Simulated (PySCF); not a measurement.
Working out the ionisation energy of Sn

Sn [Kr] 4d10 5s2 5p2 (3P) → Sn+ [Kr] 4d10 5s2 5p1 (2P). All numbers are calculated (PySCF 2.14, scalar relativity by spin-free X2C-1e, in aug-cc-pVTZ-DK3). Frozen: [Kr] 4d10. Energies in hartree (1 hartree = 27.21139 eV):

```tsv
part	Sn (lower)	Sn+ (upper)
UHF	-6173.522416	-6173.270647
CCSD correlation	-0.056197	-0.043918
(T)	-0.001641	-0.000666
```

What does Hartree-Fock give?

(-6173.270647) − (-6173.522416) = 0.251769 hartree = 6.851 eV.

What do CCSD and CCSD(T) give?

The CCSD correlation energies differ by 0.012279 hartree = 0.334 eV and the triples by 0.000975 hartree = 0.027 eV, so CCSD gives 7.185 eV and CCSD(T) 7.212 eV.

Measured between the centres of the two terms (NIST): 7.389 eV, so CCSD(T) (valence) is off by -0.177 eV.

What remains against the reference includes basis incompleteness, the frozen core and higher excitations.
